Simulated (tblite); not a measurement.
C₄H₂FNO₂ (charge +1 and doublet state).
SMILES with atom numbers: `[N:1]#[C:2][C+:3]([CH:4][F:5])[O:6][CH:7]=[O:8]` (hydrogens: H9 on C4; H10 on C7)

Geometry (GFN2-xTB, Å), atoms numbered from 1 in this order:
```xyz
10
C4H2FNO2 angstrom
N     -0.9979    2.7805    1.1016
C     -0.6453    1.7405    0.7927
C     -0.2388    0.4751    0.2613
C     -1.1819   -0.4969    0.0133
F     -2.4457   -0.2349    0.0483
O      1.0805    0.3563    0.0733
C      1.6277   -0.7513   -0.4847
O      1.0195   -1.6396   -0.9768
H     -0.9367   -1.5512   -0.1597
H      2.7274   -0.6737   -0.3976
```

Computed with GFN2-xTB (tblite): harmonic, unscaled wavenumbers at the GFN2-xTB geometry, gas phase. The method is semi-empirical: single wavenumbers can be off by several per cent or more. One conformer, not necessarily the lowest. Open shells enter through the occupations alone, without spin polarisation, and single modes of such species can be off by tens of per cent.

Harmonic wavenumbers (cm⁻¹): 68.7, 127.2, 150.7, 216.6, 279.0, 296.2, 387.1, 441.2, 557.9, 610.6, 692.3, 763.1, 828.4, 906.5, 914.3, 1125.4, 1191.9, 1234.6, 1249.8, 1442.3, 1761.9, 2347.8, 2799.9, 2901.5.

A = 3328, B = 1624, C = 1097 MHz; mass 115.007 u (most abundant isotopes); point group C1, symmetry number 1; spin multiplicity 2.

Question: What is the zero-point energy?

Answer: ½Σν̃ = 11647 cm⁻¹ = 139.34 kJ/mol.

Question: Give the ideal-gas entropy at 350 K and 1 bar in the rigid-rotor, harmonic-oscillator model (classical rotation).

Answer: Translation 171.37, rotation 120.76, vibration 93.02, spin (R ln 2) 5.76: S = 390.9 J/(mol K).

Question: And Cp and H(350 K) − H(0)?

Answer: Cp = 128.55 J/(mol K), of which vibrations give 95.29 (their classical limit is 24 R = 199.5); H(350 K) − H(0) = 29.21 kJ/mol without the zero-point energy, 17.57 from vibrations.

Question: What must be added to the electronic energy to get the Gibbs energy at 350 K and 1 bar?

Answer: ZPE + [H(350 K) − H(0)] − T·S = 139.34 + 29.21 − 136.82 = 31.73 kJ/mol.

Question: How do the functions run with temperature in this model?

Answer: 
```csv
T (K),S (J/(mol K)),Cp (J/(mol K)),H − H(0) (kJ/mol),G − H(0) (kJ/mol),ln q(vib)
50,238.8,45.4,1.87,-10.08,0.19
100,276.0,63.5,4.60,-23.00,0.85
298.15,371.2,117.4,22.83,-87.85,4.25
373.15,399.3,133.1,32.24,-116.76,5.55
500,441.3,154.2,50.53,-170.14,7.67
750,509.4,181.0,92.74,-289.34,11.52
1000,563.9,196.8,140.13,-423.73,14.94
```

q(vib) and H(0) count from the zero-point level.

Question: Which modes carry the vibrational entropy at 350 K?

Answer: 68.7 cm⁻¹: 18.85; 127.2 cm⁻¹: 13.80; 150.7 cm⁻¹: 12.43; 216.6 cm⁻¹: 9.55; 279.0 cm⁻¹: 7.62; 296.2 cm⁻¹: 7.17 J/(mol K); the other 18 give 23.60 together.

Hindered rotation and anharmonicity are outside this model. Other conformers, if any are populated, would add a mixing term that is left out. The structure is chiral; the term R ln 2 for an equal mix with its mirror image is left out.
